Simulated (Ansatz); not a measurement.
```xyz
2

P     0.0000    0.0000   -1.1169
P     0.0000    0.0000    1.1169
```

Basis set: 6-31G (spherical functions). Left uncorrelated: 10 orbitals. Charge 0, multiplicity 1.

Computed with Ansatz (development build ahead of 0.2.0); the reference of a correlated method needn't be the lowest determinant of its kind. Restricted open shells among the atoms or ions are ROHF, correlated in semicanonical orbitals with singles.

**Question.** Give the atomization energy at this shape (free ground-state atoms in the same class of orbitals less the molecule, no zero-point energy) of singlet P2 by RHF-CCSD(T), UHF-CCSD(T).

**Answer.**

```
     method  atomization energy
RHF-CCSD(T)        223.9 kJ/mol
UHF-CCSD(T)        218.1 kJ/mol
```

Caution: the program doubts this total; the shape is not the minimum. Caution for RHF-CCSD(T): an unrestricted determinant lies well below; other determinants can give a lower correlated total. Caution for UHF-CCSD(T): another reference gives a lower total; the unrestricted determinant is spin contaminated.

This basis has no polarisation functions and is too small for such energies, which can lie far from measured ones in either direction.
